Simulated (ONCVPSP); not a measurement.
# Kr: one change to an ONCV potential, before and after

Kr (Z = 36), optimised norm-conserving Vanderbilt (ONCV), made with ONCVPSP 4.0.1 (PW91, non-relativistic). Core [Ne], reference 3s2 3p6 3d10 4s2 4p5.5 (charge +0.5). Waves: 3s+4s: rc 1.05 bohr, ncon 3, nbas 6, qcut 9.4 1/bohr, 2 projectors; 3p+4p: rc 1.10 bohr, ncon 3, nbas 6, qcut 10.5 1/bohr, 3 projectors, debl 0.8 Ha; 3d: rc 1.00 bohr, ncon 5, nbas 10, qcut 15.8 1/bohr, local; f scattering state at 0.03 Ha: rc 1.10 bohr, ncon 5, nbas 9, qcut 10.9 1/bohr, 2 projectors, debl 0.6 Ha. Local part: the d channel. Core correction: Teter function, fcfact 5, rcfact 1.75.

Change: d: nproj 1; f: rc 1, qcut 12, nproj 0; local potential the f channel.

Cutoffs: the cutoffs (Ha) at which the residual kinetic energy of the hardest occupied pseudo-wave falls to 1 and 0.1 mHa per electron; they do not see the model core or the augmentation charge, which bear on the density cutoff. Errors are all-electron minus pseudo energies relative to the spin-unpolarised reference configuration.

Q: What does the change do?

A: The potential gets neither clearly harder nor softer (112 Ha and 125 Ha → 112 Ha and 125 Ha); the bound ghost in s disappears; of the 4 tests that both files solve, the error grows in 1 and shrinks in 1 by more than 15 % and 0.3 meV (median size 0.6 → 0.4 meV); the range in which the d phases agree widens (upper end -1.1 → 0.9). In the separable form a ghost depends on how the local part lies against the semilocal potential of the channel, so the choice of the local part can create or remove one.

| quantity | base | changed |
| --- | --- | --- |
| cutoff, loose | 112 Ha | 112 Ha |
| cutoff, tight | 125 Ha | 125 Ha |
| bound ghosts | s | none |
| GHOST(+) flags under 300 eV | none | none |
| error for 3s2 3p6 3d10 4s2 4p6, meV [ΔE -5.90 eV] | +0.1 | +0.2 |
| error for 3s2 3p6 3d10 4s2 4p5, meV [ΔE 8.47 eV] | -0.2 | -0.1 |
| error for 3s2 3p6 3d10 4s2 4p4, meV [ΔE 33.70 eV] | -1.1 | -0.6 |
| error for 3s2 3p5 3d10 4s2 4p6, meV [ΔE 199.90 eV] | +177 | +302 |
| s: phases at 1.06 bohr within 0.05 rad from the reference energy up to (Ha; the scan ends near 5) | to the end of the scan | to the end of the scan |
| p: phases at 1.12 bohr within 0.05 rad from the reference energy up to (Ha; the scan ends near 5) | to the end of the scan | to the end of the scan |
| d: phases at 1.01 bohr within 0.05 rad from the reference energy up to (Ha; the scan ends near 5) | -1.1 | 0.9 |
| rms error of d²Exc/dni dnj with the model core, mHa | 3.86 | 3.86 |

 A true bound ghost makes a file unfit for plane-wave use even where its test errors are small: the radial tests pick states by their node count and pass the ghost by.
